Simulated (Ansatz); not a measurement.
Clusters of 13 atoms, doped: PBE0-D4/def2-SVP single points in Ansatz on relaxed structures, gas phase. Each cluster is the lowest isomer that a short search found in that spin, judged at the geometry's level, and lower ones may exist. Core potentials for Ag, Hf, Mo, Pd, Sn, Ta, Zr, no spin–orbit coupling. HOMO and LUMO are taken over both spins. Binding counts from free atoms in the multiplicity of their measured ground term, without zero-point energy. Singlets are spin-restricted. A dash marks a value that wasn't run or was left out as unsound. The structures are stationary points that may keep the symmetry of their start. Remarks come from the PBE and PBE0 runs and from stability tests at other levels; not every state was tested.

Problem. Estimate the order by gap (eV), lowest first.
A. CoSn12⁺ (singlet)
B. ZnSn12⁺ (doublet)
C. HfAg12 (singlet)
D. HfB12 (singlet)
E. Ge12Mo (singlet)
F. Cu12S (singlet)

Solution. B (1.38), F (1.53), D (1.81), A (1.89), C (2.01), E (2.29).

In full:

| species | atoms | state | geometry | HOMO (eV) | LUMO (eV) | gap (eV) | binding per atom (eV) | point group (within 0.1 Å) | remarks |
| --- | --- | --- | --- | --- | --- | --- | --- | --- | --- |
| ZnSn12⁺ | 13 | doublet | PBE-D4/def2-SVP | -7.55 | -6.17 | 1.38 | – | C5v | – |
| HfAg12 | 13 | singlet | r2SCAN-D4/def2-SVP | -4.94 | -2.94 | 2.01 | 1.96 | – | – |
| Cu12S | 13 | singlet | r2SCAN-D4/def2-SVP | -4.26 | -2.73 | 1.53 | 2.63 | – | restricted SCF unstable in HF, restricted, untested |
| HfB12 | 13 | singlet | PBE-D4/def2-SVP | -5.84 | -4.03 | 1.81 | 5.25 | – | restricted SCF unstable in HF |
| Cu12Pd⁺ | 13 | doublet | PBE-D4/def2-SVP | -7.73 | -6.38 | 1.35 | – | – | – |
| ZrGe12⁺ | 13 | doublet | PBE-D4/def2-SVP | -9.32 | -7.83 | 1.49 | – | – | – |
| CoSn12⁺ | 13 | singlet | PBE-D4/def2-SVP | -8.16 | -6.27 | 1.89 | – | – | restricted SCF unstable in HF |
| Ge12Mo | 13 | singlet | PBE-D4/def2-SVP | -6.12 | -3.83 | 2.29 | 3.45 | Cs | restricted SCF unstable in HF |
| TaGe12 | 13 | doublet | PBE-D4/def2-SVP | -5.50 | -4.01 | 1.50 | 3.32 | – | – |

The gap (eV) runs from 1.35 (Cu12Pd⁺) to 2.29 (Ge12Mo).
